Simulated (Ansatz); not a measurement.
Total energies of C2H4BNS (`C=C1SB1N`).

```xyz
9

C    -0.705    1.524   -1.025
C    -0.465    0.312   -0.554
S    -1.066   -1.352   -0.904
B     0.140   -0.762    0.284
N     1.003   -1.165    1.281
H    -1.416    1.713   -1.821
H    -0.177    2.375   -0.609
H     1.106   -2.125    1.560
H     1.582   -0.519    1.787
```

Total charge 0; spin multiplicity 1. All single points use the PBE0-D4/def2-TZVP geometry. It is one conformer, not always the lowest. Basis def2-TZVPP, Ansatz.

RPA on PBE orbitals: Hartree–Fock energy of these orbitals -554.76399 Eh, correlation -1.28548 Eh (frozen core).

```tsv
functional	energy without D4 (Eh)	D4 term (kJ/mol)
LDA (SPW92)	-553.69352	–
PBE	-556.13255	-19.1
revPBE	-556.39509	-59.1
BLYP	-556.44679	-42.4
r2SCAN	-556.38895	-4.6
B97M-V	-556.41659	–
PBE0	-556.17603	-16.1
B3LYP	-556.53197	-31.0
r2SCANh	-556.37859	-4.9
r2SCAN0	-556.36408	-5.5
HSE06 (plane-wave form)	-556.15986	-15.0
BHLYP	-556.40809	-23.4
CAM-B3LYP	-556.42806	-16.4
LC-ωPBE	-556.27122	–
ωB97X-V	-556.39526	–
ωB97M-V	-556.42050	–
B2PLYP	-556.24244	–
PBE-QIDH	-556.06009	–
```

B3LYP takes the VWN-RPA correlation (the form of Gaussian; ORCA's B3LYP/G). HSE06 is the plane-wave form, built on full-range PBE exchange. The double hybrids freeze the cores in their second-order part.

LC-ωPBE has ω = 0.4 bohr⁻¹.
